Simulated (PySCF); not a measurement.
C₄H₅FO₂S.
Geometry (PBE0-D3(BJ)/def2-SVP, Å), atoms numbered from 1 in this order:
```
atom  x, y, z in Å
O1    -0.3242    1.0997    1.9759
S2    -0.5486    1.0823    0.5370
O3    -1.2628    2.1589   -0.1322
C4    -1.2477   -0.5420    0.0932
C5    -0.0481   -1.3782   -0.2077
C6     1.0849   -0.6976   -0.3942
F7     2.2490   -1.2630   -0.6709
C8     1.0577    0.7856   -0.2729
H9    -1.8283   -0.8798    0.9650
H10   -1.9239   -0.3919   -0.7635
H11   -0.0920   -2.4670   -0.2678
H12    1.0651    1.3114   -1.2399
H13    1.8448    1.1846    0.3835
```

Method used: PBE0-D3(BJ)/def2-SVP geometry optimisation, gas phase (PySCF 2.14.0).

Take the most abundant isotopes and a rigid rotor. The values belong to one conformer with, in the numbering `[O:1]=[S:2]1(=[O:3])[CH2:4][CH:5]=[C:6]([F:7])[CH2:8]1`, O1–S2–C4–C5 -90°, S2–C4–C5–C6 -15°, C5–C6–C8–S2 14°, O1–S2–C8–C6 91°.

(1) What are A, B and C (MHz)?

(2) What kind of rotor is it?

(3) What does the inertial defect say?

(4) Give the other two planar moments, Paa and Pbb, and the rms extents of the mass along the axes.

(5) List the rotational levels J(Ka,Kc) to J = 2 (cm⁻¹).

(6) Which types of transition are allowed, and where do some lines up to J = 4 fall?

(7) Estimate the classical rotational partition function at 25 K, 50 K and 200 K.

Results:

(1) Ia = 141.03, Ib = 387.14, Ic = 418.39 u·Å²; 505379 MHz·u·Å²/I gives A = 3584, B = 1305, C = 1208 MHz.

(2) A near-prolate asymmetric top; Ray's κ = -0.918.

(3) Not planar: Δ = Ic − Ia − Ib = -109.78 u·Å². For a rigid frame Δ = −2 Σ m c², so Σ m c² = 54.89 u·Å² lies off the ab plane: 3.77 from hydrogen and 51.12 from heavier atoms. The atom farthest from that plane is 1.44 Å away.

(4) Paa = Σ m a² = (Ib + Ic − Ia)/2 = 332.25 and Pbb = Σ m b² = (Ia + Ic − Ib)/2 = 86.14 u·Å². With the mass M = 136.00 u, the rms extents √(P/M) along a, b and c are 1.56, 0.80, 0.64 Å.

(5) Above 0(0,0):
J = 1: 1(0,1) 0.0838, 1(1,1) 0.1598, 1(1,0) 0.1631
J = 2: 2(0,2) 0.2514, 2(1,2) 0.3242, 2(1,1) 0.3340, 2(2,1) 0.5620, 2(2,0) 0.5621

(6) The dipole components are |μa| = 2.89 D, |μb| = 1.49 D, |μc| = 1.19 D. Intensities carry the squares of the components, which stand as 1.00 : 0.27 : 0.17 (a : b : c). Some lines, for components of 0.1 D or more:

```
type  branch         J(Ka,Kc)    MHz  lower level (cm⁻¹)
   c       Q  4(1,4) ← 4(0,4)   1877               0.837
   c       Q  2(1,2) ← 2(0,2)   2184               0.251
   c       Q  1(1,1) ← 1(0,1)   2278               0.084
   b       Q  1(1,0) ← 1(0,1)   2376               0.084
   b       Q  3(1,2) ← 3(0,3)   2633               0.503
   b       R  3(0,3) ← 2(1,2)   5344               0.324
   b       Q  2(2,0) ← 2(1,1)   6837               0.334
   b       Q  3(2,2) ← 3(1,3)   7275               0.571
   a       R  3(0,3) ← 2(0,2)   7528               0.251
   b       R  4(0,4) ← 3(1,3)   7975               0.571
   a       R  4(3,2) ← 3(3,1)  10059               1.202
   a       R  4(2,2) ← 3(2,1)  10081               0.814
   c       Q  4(3,2) ← 4(2,2)  11599               1.150
   c       R  3(2,1) ← 2(1,1)  14390               0.334
   c       R  3(2,2) ← 2(1,2)  14667               0.324
   c       Q  4(4,1) ← 4(3,1)  16282               1.537
   b       R  3(3,0) ← 2(2,1)  19176               0.562
```

(7) Point group C1, symmetry number σ = 1; q = (√π/σ)·√((kT/h)³/(ABC)), k/h = 20836.6 MHz/K: 8860 at 25 K, 25100 at 50 K, 201000 at 200 K.

Stationary, but not proved a minimum. Constants of a rigid frame at the computed geometry: no zero-point averaging, no centrifugal distortion.
